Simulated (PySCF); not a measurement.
Compounds:

A. SMILES C#C[C@H]1CO/C(=C/F)C1=C
B. SMILES C[C@@H]1[SiH2]C(=O)[C@H]1C#CC=O
C. `InChI=1S/C8H7FO/c1-6-4-2-3-5-7(6)8(9)10/h2-5H,1H3`
D. SMILES O=C(C1CC1)C1CC1

Spectrum 1. ¹H NMR (400 MHz, computed): δ 8.79 (m, 1H), 7.82 (m, 1H), 7.67 (m, 1H), 7.57 (d, 1H), 2.85 (s, 3H). ¹³C{¹H} NMR (computed): δ 168.0 (C), 150.3 (C), 144.0 (CH), 141.8 (CH), 137.1 (CH), 131.9 (CH), 127.4 (C), 26.6 (CH3).

Spectrum 2. ¹H NMR (400 MHz, computed): δ 1.99 (m, 2H), 1.11 (m, 4H), 0.85 (m, 4H). ¹³C{¹H} NMR (computed): δ 217.7 (C), 24.7 (CH), 14.6 (CH2).

Spectrum 3. ¹H NMR (400 MHz, computed): δ 9.61 (s, 1H), 5.28 (m, 1H), 5.02 (m, 1H), 3.58 (m, 1H), 2.32 (m, 1H), 1.65 (d, 3H). ¹³C{¹H} NMR (computed): δ 235.0 (C), 181.4 (CH), 101.4 (C), 91.7 (C), 67.2 (CH), 26.1 (CH), 20.8 (CH3).

Spectrum 4. ¹H NMR (400 MHz, computed): δ 7.44 (m, 1H), 6.38 (br s, 1H), 6.16 (br s, 1H), 4.59 (m, 1H), 4.21 (m, 1H), 3.88 (m, 1H), 1.69 (d, 1H). ¹³C{¹H} NMR (computed): δ 153.8 (C), 147.3 (CH), 147.2 (C), 122.2 (CH2), 87.0 (C), 78.7 (CH), 78.3 (CH2), 38.2 (CH).

- coordinates at the GFN2-xTB level
- PBE0/pcSseg-1 with gauge-including orbitals
- code: PySCF
- single conformer, no solvent, averaged over atoms made equivalent by symmetry, fast rotation or ring inversion, relativity neglected

Scale: ¹H (σref 31.72) and ¹³C (σref 186.93) vs TMS (reference shieldings calculated alike). Splittings of carbon signals by F and P are missing where no couplings were computed. Where no couplings were computed, multiplicities follow the n + 1 count of equivalent neighbours, and m marks all less simple cases (inequivalent or close neighbours, rings, F or P nearby). Shifts are as computed. Against solution values, carbons near 30 ppm lie about +3 ppm off and those near 130 ppm about +5 ppm. Of 1211 compounds with measured shifts, 218 miss one by over three times the rms of a fit or turn the order of signals round; such compounds aren't used in these exercises.

Question: Match each spectrum to its structure.

Answer: 1–C, 2–D, 3–B, 4–A.

- Spectrum 1 (C): 8 ¹³C signals; δC 137.1 is an aromatic CH; δC 131.9 is an aromatic CH.
- Spectrum 2 (D): 3 ¹³C signals; δC 217.7 is a ketone carbonyl carbon; δC 24.7 is a three-membered-ring carbon.
- Spectrum 3 (B): 7 ¹³C signals; δC 181.4 is an aldehyde carbonyl carbon; δC 101.4 is an alkyne carbon.
- Spectrum 4 (A): 8 ¹³C signals; δC 153.8 is an alkene carbon bearing oxygen; δC 147.2 is a fully substituted alkene carbon.
